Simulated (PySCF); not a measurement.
Two species compared at the same levels of theory.

First species: C₄H₉PSSi.
SMILES: `C1C=C(C[P@@H]1=S)[SiH3]`

Second species: C₆H₃FN₂S.
Bonds: F1–C2, C2–C3 (aromatic), C3–C4 (aromatic), C4–C5 (aromatic), C5–C6 (aromatic), C6–S7 (aromatic), S7–N8 (aromatic), N8–N9 (aromatic), N9–C10 (aromatic), C2–C10 (aromatic), C6–C10 (aromatic). Hydrogens: H11 on C3; H12 on C4; H13 on C5.

Levels: CAM-B3LYP/def2-SVPD for HOMO energy, LUMO energy, HOMO–LUMO gap and static isotropic polarisability; TDDFT CAM-B3LYP/def2-SVPD for lowest singlet excitation; TDA CAM-B3LYP/def2-SVPD for lowest triplet excitation (Tamm–Dancoff). Geometries: GFN2-xTB. Each species is one conformer at its optimised geometry, gas phase, non-relativistic unless stated. Electronic properties by PySCF.

(1) Which of the two has the higher T1 energy, and by how much?

(2) Which of the two has the higher LUMO energy, and by how much?

(3) Which has the higher HOMO energy?

(4) Which of the two has the higher HOMO–LUMO gap, and by how much?

(5) Which of the two has the higher S1 energy, and by how much?

(6) Which has the higher static isotropic polarisability?

## Answers

(1) The first: 4.19 eV against 3.10 eV, a difference of 1.09 eV.

(2) The first: 0.38 eV against -1.05 eV, a difference of 1.43 eV.

(3) The first: -7.83 eV against -8.57 eV, a difference of 0.74 eV.

(4) The first: 8.21 eV against 7.52 eV, a difference of 0.69 eV.

(5) The first: 5.57 eV against 3.92 eV, a difference of 1.65 eV.

(6) The first: 118.3 au against 98.0 au, a difference of 20.3 au.

On the first: No computed singlet falls in the visible range (750 to 380 nm, 1.65 to 3.26 eV); S1 lies 2.31 eV above its blue end. The principal polarisabilities are 90.5, 111.8 and 152.7 au; their mean is the isotropic value.

On the second: The principal polarisabilities are 55.4, 106.0 and 132.7 au; their mean is the isotropic value. The 8 singlets span 3.92 to 6.50 eV, and their oscillator strengths add up to 0.72.
